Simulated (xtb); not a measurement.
S2 (SMILES S=S), triplet, geometry from GFN2-xTB. Base run: GFN2-xTB (xtb).

The xtb input:
```
$ xtb mol.xyz --gfn 2 --uhf 2 --json

# file mol.xyz
2

S     -0.00000000    -0.00000000    -0.95002097
S      0.00000000     0.00000000     0.95002097
```

Variants of this job, named by their change:

```tsv
change	ΔE vs base (kcal/mol)	G_solv (kcal/mol)	SCF cycles
base	0.000	-	7
etemp = 1000	0.000	-	7
alpb = benzene	-2.76	-2.76	7
file = coord	0.000	-	7
etemp = 5000	-2.67	-	7
gbsa = thf	-2.46	-2.46	7
acc = 30	0.000	-	5
```

ALPB and GBSA are two models with their own fitted parameters for each solvent, which aren't always the measured dielectric constant.
